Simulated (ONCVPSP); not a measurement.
Configuration tests for N (Z = 7) (ONCV)

N (Z = 7), optimised norm-conserving Vanderbilt (ONCV), made with ONCVPSP 4.0.1 (PBEsol, scalar-relativistic). Core [He], reference 2s2 2p2 (charge +1). Waves: 2s: rc 0.70 bohr, ncon 4, nbas 9, qcut 8.8 1/bohr, 1 projector; 2p: rc 1.90 bohr, ncon 3, nbas 7, qcut 8.2 1/bohr, 2 projectors, debl 2.4 Ha. Local part: polynomial inside 0.70 bohr (lpopt 5, dvloc0 4 Ha). Core correction: none.

Energies are relative to the spin-unpolarised reference configuration 2s2 2p2; without spin polarisation the order of configurations can differ from experiment.

| valence configuration | charge | ΔE all-electron (eV) | error AE − PS (meV) |
| --- | --- | --- | --- |
| 2s2 2p1 | +2 | 28.737 | +133 |
| 2s1 2p0 | +4 | 153.139 | +1551 |

(1) What are ΔE and the potential's error for 2s2 2p3?

(2) What are ΔE and the potential's error for 2s2 2p0?

Answers

(1) ΔE = -13.521 eV all-electron; the error (AE − PS) is +39 meV.

(2) ΔE = 75.622 eV all-electron; the error (AE − PS) is +838 meV.
